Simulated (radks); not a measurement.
Values are calculated unless marked as measured or tabulated.
Ionisation of the indium ion In+, [Kr] 4d10 5s2, to In2+, [Kr] 4d10 5s1, under several functionals. Scalar-relativistic Kohn-Sham, spin-unpolarised, spherical densities, point nucleus; a radial shooting solver on a logarithmic mesh with Libxc functionals.

| functional | E(In+) (hartree) | Exc (hartree) | IE (eV) | -e(HOMO) (eV) | <r> HOMO (bohr) | IE error (eV) |
|---|---|---|---|---|---|---|
| BLYP | -5882.05286 | -159.93281 | 19.322 | 14.954 | 2.486 | +0.452 |
| B86b exchange with PBE correlation | -5882.12855 | -160.02302 | 19.272 | 14.960 | 2.480 | +0.402 |
| exchange-only PBE | -5878.87848 | -156.72082 | 18.488 | 14.141 | 2.520 | -0.382 |
| exchange-only LDA | -5871.61120 | -149.38228 | 18.448 | 14.118 | 2.495 | -0.423 |
| RPBE | -5881.76478 | -159.66029 | 19.056 | 14.776 | 2.490 | +0.186 |

NIST Atomic Spectra Database: 18.870 eV (measured). Closest: RPBE. The Delta-SCF values span 0.87 eV, the total energies 10.52 hartree. The highest occupied level is 5s. Spin polarisation and multiplet splitting are left out, so open shells lie too high by an amount that depends on their filling.

Beside tabulated values, note that spin-unpolarised runs miss the spin-polarisation part of the exchange energy of open shells.
